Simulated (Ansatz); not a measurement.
C6H14B (SMILES [CH2]CB(CC)CC), doublet, at a GFN2-xTB geometry; HF/STO-3G run with Ansatz (a program for electronic structure).

Input for Ansatz:
Ansatz 0.2 input:
```yaml
crystal:
  periodic: [false, false, false]
  atoms:
    - {symbol: C, position_ang: [-0.81571304, 1.49644311, 0.49606975]}
    - {symbol: C, position_ang: [-1.12370946, 1.19925143, -0.87889224]}
    - {symbol: B, position_ang: [0.01647518, 0.17386727, -0.17679816]}
    - {symbol: C, position_ang: [-0.40761165, -1.29009994, 0.31421437]}
    - {symbol: C, position_ang: [-1.89625439, -1.64115957, 0.27361715]}
    - {symbol: C, position_ang: [1.53991635, 0.43359044, -0.60280714]}
    - {symbol: C, position_ang: [2.57255751, -0.06594262, 0.41533499]}
    - {symbol: H, position_ang: [-0.18869520, 2.34297524, 0.72671335]}
    - {symbol: H, position_ang: [-1.52628180, 1.23578382, 1.26398046]}
    - {symbol: H, position_ang: [-0.72690411, 1.83987995, -1.65112825]}
    - {symbol: H, position_ang: [-2.07066148, 0.74139282, -1.11428056]}
    - {symbol: H, position_ang: [0.13287451, -2.04684031, -0.26230496]}
    - {symbol: H, position_ang: [-0.06467319, -1.42339307, 1.34681979]}
    - {symbol: H, position_ang: [-2.26508282, -1.63211672, -0.75005955]}
    - {symbol: H, position_ang: [-2.06893838, -2.63598655, 0.68182680]}
    - {symbol: H, position_ang: [-2.48365403, -0.93469187, 0.85640922]}
    - {symbol: H, position_ang: [1.74918646, -0.07210133, -1.55179763]}
    - {symbol: H, position_ang: [1.72785621, 1.49541898, -0.78299625]}
    - {symbol: H, position_ang: [3.58630885, 0.14011116, 0.07582495]}
    - {symbol: H, position_ang: [2.42691532, 0.42566764, 1.37473219]}
    - {symbol: H, position_ang: [2.47426198, -1.13793348, 0.56502969]}
basis:
  gaussian:
    orbitals: STO-3G
hamiltonian:
  xc: hf
magnetization: {spin_polarized: true, initial_magnetization: 1}
```

Q: Write the output that Ansatz gives for this input, abridged.

A: 
```
Functional definition: HF
691 factors; integrals over basis functions are off by at most 9.5e-5 eV
mean field evaluation 1: about -6989.0535 eV, gradient 1.3e1 eV
mean field evaluation 2: about -6989.4643 eV, gradient 1.3e1 eV
mean field evaluation 4: about -6990.9645 eV, gradient 6.4e-1 eV
mean field evaluation 8: about -6990.9718 eV, gradient 1.6e-3 eV
mean field -6990.97177598 eV, -256.9134741164 hartree, gradient 1.5e-5 eV, S^2 0.757186; 0 other end points of the search recorded, 0 dependent functions left out
reference -6990.97177598 eV, -256.9134741164 hartree; 28, 27 occupied and 21, 22 virtual orbitals, 691 factors
Total energy: -6990.97177598 eV, -256.9134741164 hartree
```
